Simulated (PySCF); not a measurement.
Polarisability and C₆ of Ta²⁺ (tantalum, charge +2)

[Xe] 4f14 5d3, high-spin 4F determinant. All numbers are calculated (PySCF 2.14, the spin-free X2C one-electron Hamiltonian (Gaussian nucleus), in ANO-RCC-VTZP (8s7p5d3f2g1h, 104 functions)). Coupled (time-dependent) response in atomic units; α is the mean over directions. The basis has no added diffuse functions, which lowers α and C₆.

| method | mean α (bohr³) | C₆ (like pair) | S(−4) |
| --- | --- | --- | --- |
| UHF | 11.49 | 62.06 | 92.43 |

S(−4) is the Cauchy moment in α(ω) = α(0) + S(−4) ω² + …

Spin-orbit coupling is absent.

α(iu) at UHF:

```
u (hartree)  α(iu) (bohr³)
          0          11.49
     0.0500          11.27
      0.100          10.68
      0.200          9.091
      0.300          7.710
      0.500          5.987
      0.750          4.792
       1.00          3.983
       1.50          2.860
       2.00          2.129
       3.00          1.306
       5.00         0.6525
```

A single London oscillator, α(iu) = α/(1 + u²/ω²), gives C₆ = (3/4) ω α². Matching the computed C₆ needs ω = 4 × 62.06 / (3 × 11.49²) = 0.627 hartree.

For an ion, C₆ is the dispersion term alone; charge-induced terms of lower order in 1/R come first.

Spin-orbit coupling, absent here, splits the open shell strongly.
